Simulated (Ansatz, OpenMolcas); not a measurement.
**The same job for OpenMolcas**

This Ansatz 0.2.0 job computes GeH2Cl (SMILES [Cl][GeH2]):

job.yaml:
```yaml
crystal:
  periodic: [false, false, false]
  atoms:
    - {symbol: Cl, position_ang: [-1.562900, 0.305200, 0.993500]}
    - {symbol: Ge, position_ang: [0.106700, -0.451100, -0.141600]}
    - {symbol: H, position_ang: [0.072700, 0.259600, -1.514200]}
    - {symbol: H, position_ang: [1.383400, -0.113700, 0.662300]}
basis:
  gaussian: {orbitals: def2-TZVPP}
hamiltonian: {xc: hf}
magnetization: {spin_polarized: true, initial_magnetization: 1}
output: {orbitals: {seedname: orbitals}}
accuracy: high
```

```bash
$ ansatz run job.yaml --threads 1 --pin off --max-ram 3480MiB --events-out events.jsonl --progress --plain --runs-dir runs
```

The shape is that of a PBE0-D4/def2-TZVP optimisation.

It gives a total energy of -2536.052888 Eh.

Q: How is this level of theory, on these atoms, set up in OpenMolcas 26.06 as an input file of the program's own, asking for the gradient?

A: This input was run:

job.input:
```
>>> EXPORT MOLCAS_PRINT=2
&GATEWAY
BasLib=$CurrDir
BasisSet
Cl.def2-TZVPP....
Cl1 -1.562900 0.305200 0.993500 angstrom
End of Basis
BasisSet
Ge.def2-TZVPP....
Ge2 0.106700 -0.451100 -0.141600 angstrom
End of Basis
BasisSet
H.def2-TZVPP....
H3 0.072700 0.259600 -1.514200 angstrom
H4 1.383400 -0.113700 0.662300 angstrom
End of Basis
&SEWARD
&SCF
UHF
Spin=2
Thresholds=1e-10 1e-07 1e-07 1e-05
PrOrbitals=0
&ALASKA
```

```bash
$ export MOLCAS_MEM=1860
$ pymolcas job.input > job.log
```

(Basis files named in the input come from the Basis Set Exchange and aren't shown.)

Its energy is -2536.052888 Eh, the same as the first but for the last digit, at most.
